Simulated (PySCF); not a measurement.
Molecule: SMILES B/C=C/C(=C)C, C₅H₉B.

Bonds (- single, = double, # triple, : aromatic): B1-C2, C2=C3, C3-C4, C4=C5, C4-C6. B1 carries H7, H8; C2 carries H9; C3 carries H10; C5 carries H11, H12; C6 carries H13, H14, H15. Stereochemistry as in B/C=C/C(=C)C. H11 is cis to C3; H12 is trans to C3.

Frames of a GFN2-xTB Langevin trajectory at 400 K; GIAO PBE0/pcSseg-1 shieldings in PySCF 2.14.0 with density-fitted response routines, gas phase, non-relativistic; equivalent atoms averaged within each frame.

Scale: $^{11}$B (σ = 100.07 ppm) vs BF3·OEt2; $^{13}$C (σ = 186.93 ppm), $^{1}$H (σ = 31.72 ppm) against TMS (reference shieldings calculated alike). The references are static minima.

**Question.** How do the shifts (ppm) fluctuate along the trajectory?

**Answer.** 
```csv
time (fs),B1,C3,C4,C5,C2,C6,H7/H8,H9,H12,H10
optimised geometry,70.7,174.8,152.4,136.9,141.7,21.1,6.96,7.22,5.99,7.50
250,74.8,163.7,150.4,140.4,136.1,17.6,7.57,6.91,6.62,6.47
425,69.9,170.1,160.6,148.1,139.6,26.3,6.84,7.31,6.61,7.18
625,74.9,169.3,148.6,135.2,144.8,28.9,7.70,6.59,5.08,7.66
800,73.6,181.3,153.2,139.3,147.9,19.7,7.19,7.27,5.87,7.92
1000,71.8,190.7,147.2,136.9,147.5,20.9,7.20,7.10,5.63,7.29
mean of frames,73.0,175.0,152.0,140.0,143.2,22.7,7.30,7.04,5.96,7.30
standard deviation,2.1,10.8,5.3,5.0,5.2,4.7,0.34,0.29,0.66,0.55
```

5 frames give an uncertainty of the mean of about the standard deviation over 2.2 at best, since frames this close in time may not be independent; classical motion lacks zero-point vibration, and the reference would need the same averaging.
